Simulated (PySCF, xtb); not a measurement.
NbOCl2, SMILES [Nb+]([Cl])([Cl])=[O], charge +1, multiplicity 1.

Harmonic wavenumbers (cm⁻¹) from GFN2-xTB run with xtb at its own minimum, in rising order: 140, 184, 197, 353, 366, 808.

Q: What does B3LYP-D3(BJ)/def2-SVP (PySCF) give at its own minimum? (Estimate from the structure and the level; the computed values follow.)

A: 116, 194, 241, 452, 480, 1083. Paired by order, the mean absolute difference is 94 cm⁻¹ and the zero-point energies are 2.9 and 3.7 kcal/mol.
